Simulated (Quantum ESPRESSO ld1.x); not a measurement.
Q: Species: Ar I. Configuration: [Ne] 3s2 3p5 3d1 (not the ground configuration). All-electron calculation, scalar-relativistic Kohn-Sham, LDA (Slater exchange, VWN5 correlation), spin-unpolarised, spherical densities, point nucleus. Program: ld1.x of Quantum ESPRESSO 7.5. Some entries of the table are withheld. Estimate them.

| orbital | occ. | eigenvalue (hartree) | <r^2> (bohr^2) |
|---|---|---|---|
| 1s | 2 | -114.6467 | 0.009936 |
| 2s | 2 | -11.2051 | 0.2049 |
| 2p | 6 | -8.7782 | 0.1769 |
| 3s | 2 | -1.1659 | (1) |
| 3p | 5 | (2) | 2.921 |
| 3d | 1 | -0.0227 | (3) |

A: 
(1) 3s <r^2> (bohr^2): 2.187
(2) 3p eigenvalue (hartree): -0.6379
(3) 3d <r^2> (bohr^2): 76.90
